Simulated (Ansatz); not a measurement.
The first iterations of a band of ClFGaH2 (5 atoms, charge 0, multiplicity 2).

Theory: Ansatz 0.2.0, UKS PBE/def2-SVP.

* movable images: 5
* climbing image: yes
* spring: 5.0 eV/Å²
* optimiser: quadratic models (default)
* start path: through a guess of the saddle point
* force threshold: 0.05 eV/Å
* iteration limit: 60
* end points: relaxed

First end point:

```xyz
5
Properties=species:S:1:pos:R:3
Ga 0.166 0.026 0.575
Cl -1.082 -0.893 2.433
H 1.425 -0.877 0.355
H -0.850 0.762 -0.361
F 0.340 0.982 2.209
```

Last end point:

```xyz
5
Properties=species:S:1:pos:R:3
Ga 0.134 -0.271 -0.004
Cl -0.137 0.277 2.111
H 1.346 -1.240 -0.222
H -0.930 0.399 -0.938
F -0.413 0.835 4.262
```

| iteration | highest image above the first end (eV) | largest band force component (eV/Å) |
| --- | --- | --- |
| 1 | 5.238 | 12.801 |
| 2 | 3.583 | 6.596 |
| 3 | 2.682 | 3.218 |
| 4 | 2.090 | 2.367 |
| 5 | 1.887 | 1.783 |
| 6 | 1.742 | 1.109 |
| 7 | 1.742 | 0.411 |
| 8 | 1.742 | 0.325 |
| 9 | 1.742 | 0.121 |
| 10 | 1.742 | 0.337 |
| 11 | 1.742 | 0.300 |
| 12 | 1.742 | 0.354 |
| 13 | 1.742 | 0.259 |
| 14 | 1.742 | 0.387 |
| 15 | 1.742 | 0.294 |
| 16 | 1.742 | 0.270 |
| 17 | 1.742 | 0.260 |

**Question.** Does the band converge within its limit, and where does its top end?

**Answer.** It converged. It ended after 53 iterations with the highest image 1.742 eV above the first end. The highest image is an end point: on this band no image between the ends rises above it. A vibrational analysis next to that end finds imaginary modes (139i, 85i cm⁻¹), so it isn't a minimum.

The run took 7.7 min on 2 threads of Arm Neoverse V1 (shared host), peak memory 0.16 GiB.
